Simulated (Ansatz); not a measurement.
The cluster Cs₃Br₂, 5 atoms. Hardware: 4 threads of AMD EPYC 7B13 on a shared host.

In the def2 sets Cs takes a core potential; there is no spin–orbit coupling. Correlated methods freeze 18 core orbitals; core or outer-core shells of Cs, Br are correlated, in sets that lack core-valence functions.

(1) How many basis functions does each of these Ansatz runs have, and roughly what does it cost? PBE-D4/def2-TZVP, charge 0 doublet, energy and forces, from earlier orbitals; B3LYP-D4/def2-TZVP, charge 0 doublet, energy, from earlier orbitals; PBE0-D4/def2-TZVP, charge 0 doublet, energy, from earlier orbitals; r2SCAN-D4/def2-TZVP, charge 0 doublet, energy, from earlier orbitals; CCSD(T)/def2-SVP, charge 0 doublet, energy, from earlier orbitals; PBE0-D4/def2-SVP, charge 0 doublet, energy, from earlier orbitals; ωB97M-V/def2-TZVP, charge 0 doublet, energy, from earlier orbitals; MP2/def2-TZVP, charge 0 doublet, energy, from earlier orbitals; PBE-D4/def2-SVP, charge 0 doublet, energy, from earlier orbitals; PBE-D4/def2-SVP, charge 0 doublet, energy with a search over starts; PBE0-D4/def2-SVP, charge 0 doublet, relaxation, 9 steps; revPBE-D4/def2-TZVP, charge 0 doublet, energy, from earlier orbitals.

## Answers

(1) Other jobs shared the machine, so times can vary by a factor of up to 3. A dash marks memory too small to be measured apart from the calling script's.

```tsv
run	functions	fitting or Cholesky vectors	wall time	peak host memory (GiB)
PBE-D4/def2-SVP, charge 0 doublet, energy, from earlier orbitals	136	1452	3.9 s	–
MP2/def2-TZVP, charge 0 doublet, energy, from earlier orbitals	183	1472	4.4 s	0.64
revPBE-D4/def2-TZVP, charge 0 doublet, energy, from earlier orbitals	183	1706	6 s	–
PBE-D4/def2-TZVP, charge 0 doublet, energy and forces, from earlier orbitals	183	1706	6 s	–
PBE0-D4/def2-SVP, charge 0 doublet, energy, from earlier orbitals	136	1284	7 s	0.59
PBE-D4/def2-SVP, charge 0 doublet, energy with a search over starts	136	1452	7 s	–
B3LYP-D4/def2-TZVP, charge 0 doublet, energy, from earlier orbitals	183	1472	8 s	0.82
PBE0-D4/def2-TZVP, charge 0 doublet, energy, from earlier orbitals	183	1472	9 s	0.81
r2SCAN-D4/def2-TZVP, charge 0 doublet, energy, from earlier orbitals	183	1706	12 s	0.63
ωB97M-V/def2-TZVP, charge 0 doublet, energy, from earlier orbitals	183	1472	29 s	1.7
PBE0-D4/def2-SVP, charge 0 doublet, relaxation, 9 steps	136	1392	37 s	–
CCSD(T)/def2-SVP, charge 0 doublet, energy, from earlier orbitals	136	1284	2.1 min	3.1
```
